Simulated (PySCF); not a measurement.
Zr(OH)2(NH2)2 (H6N2O2Zr), SMILES [NH2][Zr]([NH2])([OH])[OH], multiplicity 1. Atoms are numbered in the order given.

```xyz
11

Zr     0.0000     0.0000     0.0425
O     -1.1460     1.1502     1.1202
H     -1.4192     1.9431     1.6008
O      1.1460    -1.1502     1.1202
H      1.4192    -1.9431     1.6008
N      1.3043     1.0043    -1.1918
H      2.3222     1.0672    -1.0766
H      1.0410     1.5899    -1.9929
N     -1.3043    -1.0043    -1.1918
H     -2.3222    -1.0672    -1.0766
H     -1.0410    -1.5899    -1.9929
```
Charge 0, spin multiplicity 1.

The structure is a stationary point at PBE-D3(BJ)/def2-SVP. A frequency run showed that this geometry is not a minimum. The spin state was assumed, not searched. The structure was generated by enumeration; whether it is a known compound was not checked. The def2 effective core potentials stand for the cores of Zr; spin–orbit coupling is left out. The values are those of a single conformer.

The numbers are results of PBE-D3(BJ)/def2-SVP run with PySCF 2.14.0, not measurements.

Frequencies are harmonic and unscaled.

```
mode  ν (cm⁻¹)  IR (km/mol)  moving atoms (share of kinetic energy)
----  --------  -----------  --------------------------------------
1          30i          7.7                           H 88 %, N 8 %
2          135          1.9                  N 43 %, O 40 %, H 17 %
3          147         12.6         H 36 %, O 33 %, Zr 16 %, N 15 %
4          149          1.4         O 39 %, H 22 %, N 22 %, Zr 17 %
5          158          7.7                  N 36 %, H 31 %, O 31 %
6          167          0.0         O 31 %, H 28 %, N 25 %, Zr 17 %
7          213         30.7                          H 85 %, O 10 %
8          226        262.4                                  H 90 %
9          325         20.9                                  H 90 %
10         335        208.4                          H 80 %, O 18 %
11         351         15.0                          H 78 %, O 20 %
12         433        248.4                          H 75 %, N 21 %
13         440         52.2                          H 76 %, N 19 %
14         443         50.8                          H 83 %, N 15 %
15         456         45.6                          H 75 %, N 24 %
16         619         60.0                 N 74 %, H 13 %, Zr 10 %
17         620        193.2                 N 64 %, Zr 22 %, H 13 %
18         683         92.4                  O 80 %, Zr 12 %, H 8 %
19         693        182.8                         O 69 %, Zr 24 %
20        1450         28.2                          H 90 %, N 10 %
21        1451         13.0                          H 90 %, N 10 %
22        3451         41.1                                  H 96 %
23        3453         18.6                                  H 96 %
24        3542          5.2                           H 92 %, N 8 %
25        3542         17.9                           H 92 %, N 8 %
26        3859        263.9                                  H 94 %
27        3861        106.2                                  H 94 %
```
